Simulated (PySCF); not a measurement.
Species: C3H9GeP.
Cartesian coordinates in Å at the PBE0-D3(BJ)/def2-SVP level; atoms count from 1:
```xyz
14
C3H9GeP angstrom
P      2.399   -0.866    0.980
Ge     0.484    0.453    0.918
C     -0.197    1.011   -0.858
C     -1.108   -0.239   -0.842
C     -1.183   -0.587    0.665
H      3.224    0.124    0.361
H      2.087   -1.500   -0.263
H      0.562    1.490    2.061
H      0.489    1.105   -1.711
H     -0.770    1.948   -0.763
H     -2.091   -0.091   -1.322
H     -0.615   -1.061   -1.386
H     -1.218   -1.655    0.919
H     -2.021   -0.080    1.169
```

Computed, not measured: PBE0-D3(BJ)/def2-SVP geometry optimisation, gas phase in PySCF.

Masses are those of the commonest isotopes; rigid-rotor values at the optimised geometry. The values belong to one conformer with, in the numbering `[PH2:1][GeH:2]1[CH2:3][CH2:4][CH2:5]1`, H–P1–Ge2–C3 62° and -32°, P1–Ge2–C3–C4 93°, Ge2–C3–C4–C5 21°, C3–C4–C5–Ge2 -21°, P1–Ge2–C5–C4 -98°.

Question: What are A, B and C (cm⁻¹)?

Answer: Ia = 110.23, Ib = 300.56, Ic = 310.22 u·Å²; 505379 MHz·u·Å²/I gives 4585, 1681 and 1629 MHz, that is A = 0.15293, B = 0.05609, C = 0.05434 cm⁻¹.

Question: What kind of rotor is it?

Answer: A near-prolate asymmetric top; Ray's κ = -0.965.

Question: Is it planar, by Δ = Ic − Ia − Ib?

Answer: Not planar: Δ = Ic − Ia − Ib = -100.57 u·Å². For a rigid frame Δ = −2 Σ m c², so Σ m c² = 50.28 u·Å² lies off the ab plane: 15.54 from hydrogen and 34.75 from heavier atoms. The atom farthest from that plane is 2.18 Å away.

Question: Give the other two planar moments, Paa and Pbb, and the rms extents of the mass along the axes.

Answer: Paa = Σ m a² = (Ib + Ic − Ia)/2 = 250.28 and Pbb = Σ m b² = (Ia + Ic − Ib)/2 = 59.95 u·Å². With the mass M = 149.97 u, the rms extents √(P/M) along a, b and c are 1.29, 0.63, 0.58 Å.

Question: Which types of transition are allowed, and where do some lines up to J = 3 fall?

Answer: The dipole components are |μa| = 1.06 D, |μb| = 0.09 D, |μc| = 0.64 D. Intensities carry the squares of the components, which stand as 1.00 : 0.01 : 0.36 (a : b : c). Some lines, for components of 0.1 D or more:

```
type  branch         J(Ka,Kc)    MHz  lower level (cm⁻¹)
   a       Q  3(1,2) ← 3(1,3)    314               0.755
   c       Q  3(1,3) ← 3(0,3)   2775               0.662
   c       Q  2(1,2) ← 2(0,2)   2852               0.331
   a       R  1(0,1) ← 0(0,0)   3311               0.000
   c       R  1(1,0) ← 0(0,0)   6266               0.000
   a       R  2(0,2) ← 1(0,1)   6620               0.110
   a       R  2(1,1) ← 1(1,0)   6673               0.209
   c       Q  3(2,2) ← 3(1,2)   8631               0.766
   c       Q  2(2,1) ← 2(1,1)   8710               0.432
   c       R  2(1,1) ← 1(0,1)   9629               0.110
   a       R  3(1,3) ← 2(1,2)   9853               0.426
   a       R  3(0,3) ← 2(0,2)   9929               0.331
   a       R  3(2,2) ← 2(2,1)   9932               0.722
   a       R  3(2,1) ← 2(2,0)   9934               0.722
   a       R  3(1,2) ← 2(1,1)  10010               0.432
   c       R  3(1,2) ← 2(0,2)  13018               0.331
```

Whether it is a minimum is left open (no frequencies). These are rigid-rotor constants of the computed structure; measured ground-state constants (B0) also hold zero-point vibration.
